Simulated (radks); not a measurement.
K XVII, configuration [He] 2s1. Calculated with a radial shooting solver on a logarithmic mesh with Libxc functionals: Dirac Kohn-Sham, PBE, spin-unpolarised, spherical densities, point nucleus. Some entries of the table are withheld. Estimate them.

| orbital | occ. | eigenvalue (hartree) | <1/r> (bohr^-1) |
|---|---|---|---|
| 1s1/2 | 2 | (1) | 18.83 |
| 2s1/2 | 1 | -36.79406 | (2) |
| 2p1/2 | 0 | -35.55898 | (3) |
| 2p3/2 | 0 | -35.39512 | (4) |
| 3s1/2 | 0 | -15.64269 | (5) |
| 3d3/2 | 0 | (6) | 1.873 |
| 3d5/2 | 0 | (7) | 1.870 |

Answer. 
(1) 1s1/2 eigenvalue (hartree): -161.5926
(2) 2s1/2 <1/r> (bohr^-1): 4.450
(3) 2p1/2 <1/r> (bohr^-1): 4.389
(4) 2p3/2 <1/r> (bohr^-1): 4.350
(5) 3s1/2 <1/r> (bohr^-1): 1.931
(6) 3d3/2 eigenvalue (hartree): -15.00706
(7) 3d5/2 eigenvalue (hartree): -14.99360
